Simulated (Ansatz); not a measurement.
Stepwise reaction of `N#CB(Cl)Cl` with hydrogen, as a gas-phase model of exchange steps in deposition or etching. ΔE in kJ/mol; ΔG adds harmonic PBE0-D4 terms to CCSD(T)/CBS, at 1 bar.

Computed with Ansatz on PBE0-D4/def2-TZVP structures; ΔE is electronic, products minus reactants. CCSD(T)/CBS is the MP2 limit (def2-TZVPP, def2-QZVPP) plus CCSD(T) − MP2 in def2-TZVPP, frozen cores. This one scheme is used for every species. Functionals use def2-TZVPP. B3LYP here is the variant with VWN-RPA as its local correlation; programs differ in this.

| step | reaction | PBE-D4 | B3LYP-D4 | ωB97M-V | CCSD(T)/CBS | ΔG(600 K) |
| --- | --- | --- | --- | --- | --- | --- |
| 2 | `N#CBCl` + H₂ → `BC#N` + HCl | 78.5 | 69.8 | 70.2 | 68.9 | 66.1 |

Question: Give the row of step 1, `N#CB(Cl)Cl` + H₂ → `N#CBCl` + HCl. (An estimate is asked.)

Answer: Ansatz gave: 
```tsv
step	reaction	PBE-D4	B3LYP-D4	ωB97M-V	CCSD(T)/CBS	ΔG(600 K)
1	`N#CB(Cl)Cl` + H₂ → `N#CBCl` + HCl	68.2	60.0	59.9	57.7	48.1
```

Question: By hand: ΔE of the 2 steps together at CCSD(T)/CBS.

Answer: (57.7) + (68.9) = 126.6 kJ/mol, or 63.3 kJ/mol a step.

In ΔE each step is higher than the one before. All are uphill at CCSD(T)/CBS. ΔG lies between 48.1 and 66.1 kJ/mol a step. PBE-D4 differs from CCSD(T)/CBS by 9.6 to 10.5 kJ/mol a step. Isolated molecules leave out the surface, adducts and barriers. Largest T1 diagnostic: 0.014.
